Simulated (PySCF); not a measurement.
## Radial density of Bi²⁺ (bismuth, charge +2)

MN15, [Xe] 4f14 5d10 6s2 6p1, 2P determinant. Calculation: PySCF 2.14, in def2-SVP with the def2 core potential (60 electrons) (4s4p2d, 26 functions); a scalar-relativistic core potential. This is the valence pseudo-density: the core potential removes the inner electrons and smooths the orbitals near the nucleus.

| r (bohr) | 4πr²ρ (e/bohr) | 4πr²(ρα − ρβ) |
| --- | --- | --- |
| 0.0203 | 2.517e-05 | 0.0000 |
| 0.0342 | 6.070e-05 | 0.0000 |
| 0.0576 | 0.0001248 | 0.0000 |
| 0.0968 | 0.0003587 | 0.0000 |
| 0.163 | 0.003393 | 0.0000 |
| 0.274 | 0.07229 | 0.0006 |
| 0.461 | 2.601 | 0.0209 |
| 0.775 | 19.97 | 0.1068 |
| 1.30 | 12.66 | 0.0272 |
| 2.19 | 2.811 | 0.5257 |
| 3.69 | 0.2688 | 0.1621 |
| 6.20 | 0.005496 | 0.0052 |

Energies and moments cover only the electrons outside the core potential. Spin-orbit coupling, absent here, splits the open shell strongly.
